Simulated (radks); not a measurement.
Spherical quantum dot in the effective-mass picture: electrons in a parabolic well V = omega^2 r^2 / 2 with omega = 4.92, with a point charge +2 (a donor) at the centre, all in effective atomic units (hartree* = m*/eps^2 hartree, bohr* = eps/m* bohr), one dielectric constant everywhere. Calculated with a radial shooting solver with Libxc functionals: non-relativistic Kohn-Sham, PBEsol, spin-polarised, spherical densities. Levels are named by radial order and angular momentum (1s, 1p, 1d, 2s, ...), and open shells are averaged over m.

N = 34, configuration 1s2 1p6 1d10 2s2 1f(up 7, down 4) 2p(up 3, down 0). This is the lowest configuration that the search found. Occupied and some empty levels:

| level | occupation | eigenvalue (hartree*) | <r> (bohr*) |
|---|---|---|---|
| 1s up | 1 | 38.619 | 0.5430 |
| 1s down | 1 | 38.787 | 0.5455 |
| 1p up | 3 | 42.673 | 0.8235 |
| 1p down | 3 | 42.805 | 0.8248 |
| 2s up | 1 | 45.082 | 0.8746 |
| 2s down | 1 | 45.223 | 0.8694 |
| 1d up | 5 | 46.008 | 0.9846 |
| 1d down | 5 | 46.132 | 0.9833 |
| 1f up | 7 | 49.384 | 1.104 |
| 2p up | 3 | 49.471 | 0.9905 |
| 1f down | 4 | 49.517 | 1.102 |
| 2p down | 0 | 49.654 | 0.9919 |
| 3s up | 0 | 52.576 | 1.040 |
| 3s down | 0 | 52.702 | 1.042 |
| 1g up | 0 | 52.890 | 1.202 |
| 1g down | 0 | 53.034 | 1.201 |
| 2d up | 0 | 53.413 | 1.102 |
| 2d down | 0 | 53.564 | 1.106 |

Energy (hartree*): total 1053.14, kinetic 217.55, external 338.35, Hartree 536.01, exchange-correlation -38.761.

Electron density:

| r (bohr*) | n(r) (e/bohr*^3) |
|---|---|
| 0.0406 | 14.41 |
| 0.143 | 9.942 |
| 0.245 | 7.338 |
| 0.347 | 5.849 |
| 0.449 | 4.996 |
| 0.551 | 4.533 |
| 0.653 | 4.315 |
| 0.755 | 4.194 |
| 0.857 | 4.003 |
| 0.959 | 3.612 |
| 1.06 | 2.995 |
| 1.16 | 2.239 |
| 1.26 | 1.490 |
| 1.37 | 0.8761 |
| 1.47 | 0.4535 |
| 1.57 | 0.2065 |
| 1.67 | 0.08285 |
| 1.77 | 0.02931 |
| 1.88 | 0.009153 |
| 1.98 | 0.002516 |
